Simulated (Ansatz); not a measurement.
`N[AsH]O`, charge 0, multiplicity 1.

(1) Give a relaxed structure at PBE0-D4/def2-TZVP (Ansatz). (An estimate is asked.)

## Answers

(1) Ansatz gave: 
Cartesian coordinates in Å:
```
N -0.355 -1.227 0.075
As 0.130 0.339 0.881
O 0.547 1.429 -0.503
H 0.424 -1.839 -0.121
H -0.942 -1.138 -0.743
H -1.300 0.861 0.919
H 1.496 1.575 -0.508
```
